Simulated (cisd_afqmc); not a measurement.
Input (AFQMC/CISD/aug-cc-pVDZ; cisd_afqmc is a phaseless AFQMC code with CISD trial states that reads the integrals written by Ansatz):

Ansatz 0.2 input:
```python
import cisd_afqmc

open("ham.yaml", "w").write("""\
crystal:
  periodic: [false, false, false]
  atoms:
    - {symbol: B, position_ang: [-0.00000000, -0.00000000, -0.73134743]}
    - {symbol: O, position_ang: [0.00000000, 0.00000000, 0.45709214]}
basis:
  gaussian:
    orbitals: aug-cc-pVDZ
total_charge: 1
magnetization: {spin_polarized: false}
correlation: {method: ccsd, electrons: outside_noble_gas, hamiltonian_folder: ham}
""")
rep = cisd_afqmc.ansatz("ham.yaml")
e_ccsd = rep["correlation"]["coupled_cluster"]["energy"]["hartree"]
out = cisd_afqmc.run("ham", e_ccsd, trial="CISD", walkers=200, populations=8, threads=8, dt=0.005, steps=40, early=24, settle=10, least=32,
    cut=5e-5, rank_cut=2e-4, target=0.0004, seconds=1500, seed=1, memory=17280, gpu=False)
```

Output:

```
orbitals 44, occupied [4], factors 218 of 449, rank of the doubles 71 of 160
E(HF) = -99.040893
E(CCSD) on the cut factors = -99.305759, shift to the whole factors -0.000007
Energy of the trial state on the determinant = -99.305809
  tau behind 7.2 of longer steps, mean of the populations' last blocks
   2.0  -99.31924
   4.0  -99.31923
   6.0  -99.32074
   8.0  -99.31981
  10.0  -99.31877
  12.0  -99.32075
  14.0  -99.31899
  16.0  -99.32092
  18.0  -99.32189
  20.0  -99.32180
  22.0  -99.32014
blocks 966 (1 outliers left out), error by blocks joined: 1: 0.00025, 2: 0.00030, 4: 0.00035, 8: 0.00040, 16: 0.00034
E(AFQMC/CISD) = -99.32031 +/- 0.00040
```
